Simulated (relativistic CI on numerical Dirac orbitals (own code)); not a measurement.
# Fe⁵⁺ (3d3) in a crystal field

Calculated by Dirac-Coulomb-Breit CI, separate exchange-only KLI orbitals for each configuration, model QED, valence Slater integrals scaled by 0.75, one configuration in a parametric crystal field (own radial code).

Field parameters in Wybourne normalisation: Oh B⁴₀ = 21Dq, B⁴₄ = √(5/14) B⁴₀. The field is a parameter set, without covalency.

S is read from ⟨S²⟩ = S(S + 1).

Levels (cm⁻¹, degeneracy): 0 (4), 20545 (4), 21587 (4), 21789 (2), 24491 (2), 24623 (4), 24929 (2), 24961 (4), 31074 (4), 31306 (2), 35491 (4), 35528 (2).

(1) Which field gives this pattern?
A. Oh, 10Dq = 24700 cm⁻¹
B. Oh, 10Dq = 29400 cm⁻¹
C. Oh, 10Dq = 43500 cm⁻¹
D. Oh, 10Dq = 5900 cm⁻¹

## Answers

(1) A. Oh, 10Dq = 24700 cm⁻¹, ground level with S = 1.50.
